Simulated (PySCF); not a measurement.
## Two-component Hartree-Fock for Bi⁴⁹⁺ (bismuth, charge +49)

Start: [Ar] 3d10 4s2 4p4; 4p1/2 filled at m_j = -1/2, +1/2; 4p3/2 filled at m_j = +1/2, +3/2. Calculated with PySCF 2.14 in an uncontracted even-tempered set (16 s from 7.1 bohr⁻², ratio 2.8; 14 p from 9.3 bohr⁻², ratio 2.8; 8 d from 16 bohr⁻², ratio 2.8; 4 f from 41 bohr⁻², ratio 3): generalised Hartree-Fock with the X2C-1e Hamiltonian and a Gaussian nucleus; one run each with spin-orbit coupling (SO) switched off, then screened by Boettger's factors.

```csv
spinor shell,electrons,"ε, spin-free (eV)","ε, screened SO (eV)",weight of nominal j (screened SO),"rms radius, screened SO (bohr)"
1s1/2,2,-93655.5,-93609.3,1.000,0.0178
2s1/2,2,-19101.2,-19084.6,1.000,0.0717
2p1/2,2,-16737.0,-18421.2,1.000,0.0605
2p3/2,4,-16737.0,-16088.8,1.000,0.0690
3s1/2,2,-6524.2,-6517.1,1.000,0.181
3p1/2,2,-5832.0,-6226.8,1.000,0.172
3p3/2,4,-5832.0,-5673.5,1.000,0.188
3d3/2,4,-5149.1,-5215.0,1.000,0.163
3d5/2,6,-5149.1,-5097.5,1.000,0.168
4s1/2,2,-3058.7,-3056.2,1.000,0.380
4p1/2,2,-2816.2,-2938.5,0.999,0.370
4p3/2,2,-2816.2,-2765.6,1.000,0.390
```

```csv
quantity,spin-free,screened SO
E (hartree),-19769.97488,-19815.02500
M_J,2,2
⟨J²⟩,6.001,6.002
⟨L²⟩,2.000,3.355
⟨S²⟩,2.000,1.472
```

Each row is a mean over spinors that exchange with the open shell spreads, by up to 20.271 eV (4s1/2).

Breit and QED terms are absent; they matter most for the inner s and p1/2 levels.

Densities and radii are taken from the X2C orbitals without a picture-change correction, which distorts them close to the nucleus.

Without spin-orbit coupling the j labels of p, d and f shells carry no meaning; the spin-free column gives the mean over the occupied spinors of each nl shell.
